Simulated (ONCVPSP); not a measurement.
## Ir: one change to an ONCV potential, before and after

iridium, optimised norm-conserving Vanderbilt (ONCV), made with ONCVPSP 4.0.1 (PBE, scalar-relativistic). Core [Kr] 4d10 4f14, reference 5s2 5p6 5d7 6s2. Waves: 5s+6s: rc 1.85 bohr, ncon 3, nbas 8, qcut 5.2 1/bohr, 2 projectors; 5p: rc 1.45 bohr, ncon 4, nbas 8, qcut 11.7 1/bohr, 2 projectors, debl 0.5 Ha; 5d: rc 1.65 bohr, ncon 3, nbas 6, qcut 6.5 1/bohr, 1 projector; f scattering state at 0.05 Ha: rc 1.50 bohr, ncon 3, nbas 7, qcut 8.5 1/bohr, 2 projectors, debl 1.3 Ha. Local part: polynomial inside 1.20 bohr (lpopt 5, dvloc0 0 Ha). Core correction: Teter function, fcfact 5.25, rcfact 1.2.

In the p channel the program set the typed energies aside and used -2.010, 0.250 Ha.

Change: core correction Teter function, fcfact 5.25, rcfact 1.44.

Cutoffs: the cutoffs (Ha) at which the residual kinetic energy of the hardest occupied pseudo-wave falls to 1 and 0.1 mHa per electron; they do not see the model core or the augmentation charge, which bear on the density cutoff. Errors are all-electron minus pseudo energies relative to the spin-unpolarised reference configuration.

**Question.** How do hardness, ghosts and transferability respond?

**Answer.** The potential gets neither clearly harder nor softer (39 Ha and 47 Ha → 39 Ha and 47 Ha); both files keep a bound ghost (f); of the 4 tests that both files solve, the error grows in 4 and shrinks in 0 by more than 15 % and 0.3 meV (median size 14.8 → 18.4 meV). A model core, the more so a compact one, raises the density cutoff, which this test does not measure.

```csv
quantity,base,changed
"cutoff, loose",39 Ha,39 Ha
"cutoff, tight",47 Ha,47 Ha
bound ghosts,f,f
GHOST(+) flags under 300 eV,s at 77.0 eV,s at 77.0 eV
"error for 5s2 5p6 5d7 6s1, meV [ΔE 9.88 eV]",-5.3,-6.2
"error for 5s2 5p6 5d7 6s0, meV [ΔE 27.35 eV]",-22,-27
"error for 5s2 5p6 5d6 6s0, meV [ΔE 57.89 eV]",-21,-26
"error for 5s2 5p6 5d8 6s1, meV [ΔE -0.33 eV]",-8.7,-11
s: phases at 1.88 bohr within 0.05 rad from the reference energy up to (Ha; the scan ends near 5),2.4,2.4
p: phases at 1.47 bohr within 0.05 rad from the reference energy up to (Ha; the scan ends near 5),to the end of the scan,to the end of the scan
d: phases at 1.68 bohr within 0.05 rad from the reference energy up to (Ha; the scan ends near 5),3.1,3.1
f: phases at 1.52 bohr within 0.05 rad from the reference energy up to (Ha; the scan ends near 5),to the end of the scan,to the end of the scan
"rms error of d²Exc/dni dnj with the model core, mHa",1.32,2.39
```

 A true bound ghost makes a file unfit for plane-wave use even where its test errors are small: the radial tests pick states by their node count and pass the ghost by.
